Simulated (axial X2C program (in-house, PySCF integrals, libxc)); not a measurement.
LiRb: cheaper levels and CCSD(T), two-component

Computed with an axial X2C code built on PySCF integrals. Two-component (2c) means X2C with spin–orbit coupling and atomic mean-field two-electron Coulomb and Gaunt terms. Basis: Rb dyall-cv3z [12s13p8d4f1g], Li dyall-cv3z [7s8p2d] (cores contracted in-house); Gaussian nuclei, density fitting, unrestricted open shells. Masses: Rb 84.912 u, Li 7.016 u.

State: Ω = 0 (closed shell); fragments Rb + Li.

| level | Re (Å) | ωe (cm⁻¹) | De (eV) |
| --- | --- | --- | --- |
| PBE0 | 3.524 | 190.8 | 0.624 |
| HF | 3.676 | 182.1 | n/a |
| MP2 | 3.485 | 198.2 | 0.481 |
| CCSD | 3.506 | 197.1 | 0.693 |
| BP86 | 3.513 | 184.7 | 0.646 |

Correlated methods: 10 electrons correlated (number of frozen shells: Rb 3 s, 2 p, 1 d; Li 1 s), 236 virtual spin orbitals or spinors in MP2, 90 natural virtuals in coupled cluster.

CCSD(T), same Hamiltonian and basis:

Re = 3.491 Å, ωe = 196.0 cm⁻¹, De = 0.71 eV; T1 = 0.017 (Lee–Taylor normalisation).

Q: Give the differences from CCSD(T) in the columns below.

A: 

```csv
level,ΔRe (Å),Δωe (cm⁻¹),ΔDe (eV)
PBE0,0.033,-5.2,-0.09
HF,0.185,-13.9,n/a
MP2,-0.006,2.2,-0.23
CCSD,0.015,1.1,-0.02
BP86,0.022,-11.3,-0.06
```

Occupations by symmetry block were frozen at the best pattern of an incomplete PBE0 search. Closed shells are restricted here (equal orbitals for both partners); the stretched side of such a curve lies too high. Dissociation energies refer to the lowest single-determinant-based atoms at the same level and basis. Coupled cluster ran in a truncated set of natural virtual spinors; the MP2 energy of the rest was added. (T) has no such correction and the atoms are truncated less, which lowers De at CCSD(T) by a hundredth of an eV or more.
